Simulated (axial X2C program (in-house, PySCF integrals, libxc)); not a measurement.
**Curves of TiI from open-shell CI on d2 s1 p(π)0**

Computed with an axial X2C code built on PySCF integrals: two-component X2C with atomic mean-field Coulomb and Gaunt terms, basis Ti dyall-v3z, I dyall-v3z (cores contracted in-house). Orbitals come from Hartree–Fock averaged over the configuration Ti d2 s1 p(π)0; CI then distributes these electrons over the d, s, p(π) shells of Ti.

Scan along the bond; masses Ti 47.948 u, I 126.904 u. Energies in cm⁻¹ from the lowest point; levels are followed by energy order within each Ω. Lowest level at 2.777 Å: 99% d2 s1.

```tsv
R (Å)	(1)Ω=3/2	(1)Ω=5/2	(1)Ω=7/2	(1)Ω=9/2	(1)Ω=1/2
2.583	1205	1349	1496	1645	2382
2.680	244	383	523	667	1361
2.777	0	133	268	406	1057
2.888	343	471	601	733	1335
2.999	1143	1265	1391	1518	2070
3.124	2396	2514	2634	2758	3253
3.277	4219	4332	4449	4568	4994
```

Question: Fit the curves (1)Ω=3/2, (1)Ω=5/2, (1)Ω=7/2, (1)Ω=9/2, (1)Ω=1/2 near their minima.

Answer: From the open-shell CI curves, Te from the lowest:

```tsv
level	Te (cm⁻¹)	Re (Å)	ωe (cm⁻¹)
(1)Ω=3/2	0	2.769	232.5
(1)Ω=5/2	133	2.770	232.2
(1)Ω=7/2	269	2.771	231.9
(1)Ω=9/2	407	2.772	231.6
(1)Ω=1/2	1059	2.780	228.4
```

Without dynamic correlation distances can be off by several hundredths of an Å (long for ionic bonds, short for multiple bonds) and the wavenumbers are rough.

The 5 lowest curves are shown; the next is (2)Ω=3/2, from 1103 cm⁻¹.

Dynamic correlation is missing, so gaps between terms are too wide and other configurations may lie lower; the lowest level listed is that of this model, not necessarily the ground state. For d shells the ligand-field splittings (σ, π, δ) and their order can be off by a thousand cm⁻¹ or more. At most 4 roots were kept for each Ω > 0 (twice that for Ω = 0) within 3.2 eV of the lowest, so higher up levels can be missing between those listed; levels with Ω > 0 are doubly degenerate and listed once, Ω = 0 levels singly. States that fill the shells left empty in the average are placed too high.
